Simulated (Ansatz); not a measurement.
Relaxation of CaCl₂ with RKS r2SCAN-D4/def2-TZVP.

```sh
$ ansatz run in.yaml --threads 4 --pin off --events-out ev --progress --plain --max-ram 3916MiB
```

```yaml
crystal:
  periodic: [false, false, false]
  atoms:
    - {symbol: Ca, position_ang: [0.737580, -0.079900, 0.390970]}
    - {symbol: Cl, position_ang: [-1.109470, -1.457070, 0.898440]}
    - {symbol: Cl, position_ang: [0.371880, 1.536960, -1.289410]}
basis:
  gaussian: {orbitals: def2-TZVP}
hamiltonian: {xc: r2scan, dispersion: d4}
scf: {lower_state_search: "off"}
output: {orbitals: {seedname: orbitals}}
relax: {f_tol: 0.02, max_steps: 100}
```

Run time 35 s (4 threads of Intel Xeon on a shared host).

Positions (Å) and forces (eV/Å) at steps 1, 2, 3, 4, 7, 9 of 9:

```xyz
3
step=1 energy=-43486.2294 eV
Ca    0.738   -0.080    0.391    0.532   -0.047    0.272
Cl   -1.109   -1.457    0.898   -0.581   -0.604    0.321
Cl    0.372    1.537   -1.289    0.048    0.651   -0.593
3
step=2 energy=-43486.3520 eV
Ca    0.671   -0.072    0.355   -0.302    0.034   -0.161
Cl   -1.138   -1.586    1.008    0.159    0.001    0.067
Cl    0.467    1.658   -1.363    0.142   -0.035    0.094
3
step=3 energy=-43486.4134 eV
Ca    0.499   -0.054    0.265   -0.171    0.018   -0.090
Cl   -1.105   -1.701    1.131    0.117    0.054   -0.001
Cl    0.606    1.755   -1.395    0.054   -0.072    0.091
3
step=4 energy=-43486.4326 eV
Ca    0.376   -0.041    0.199   -0.081    0.009   -0.043
Cl   -1.069   -1.759    1.201    0.063    0.040   -0.011
Cl    0.693    1.800   -1.400    0.018   -0.049    0.054
3
step=7 energy=-43486.4430 eV
Ca    0.130   -0.014    0.069   -0.004    0.000   -0.002
Cl   -0.974   -1.830    1.308    0.002    0.000    0.001
Cl    0.844    1.844   -1.376    0.002    0.000    0.001
3
step=9 energy=-43486.4434 eV
Ca    0.057   -0.006    0.030   -0.002    0.000   -0.001
Cl   -0.941   -1.841    1.332    0.005    0.008   -0.005
Cl    0.884    1.847   -1.362   -0.003   -0.008    0.006
```

The structure comes from a short search, and lower isomers may exist.
